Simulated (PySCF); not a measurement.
# C²⁺: excitation energy

C²⁺ [He] 2s2 (1S) → C²⁺ [He] 2s1 3s1 (3S), as a difference of total energies. All numbers are calculated (PySCF 2.14, scalar relativity by spin-free X2C-1e, in dyall-acv3z (15s9p4d2f, 76 functions)). Correlated levels: valence and next inner shell: nothing frozen; virtual orbitals above 40 to 60 times the deepest correlated orbital energy dropped. The calculations carry no spin-orbit coupling.

```
                                method  excitation energy (eV)
                                   UHF                  27.782
    MP2 (valence and next inner shell)                  28.937
SCS-MP2 (valence and next inner shell)                  29.262
   CCSD (valence and next inner shell)                  29.511
CCSD(T) (valence and next inner shell)                  29.522
```

**Question.** How much does correlation contribute at CCSD(T) (valence and next inner shell)?

**Answer.** 29.522 − (27.782) = 1.740 eV, measured against UHF.

The promoted electron is Rydberg-like, and one or two diffuse shells describe it only roughly, which tends to raise the upper state.
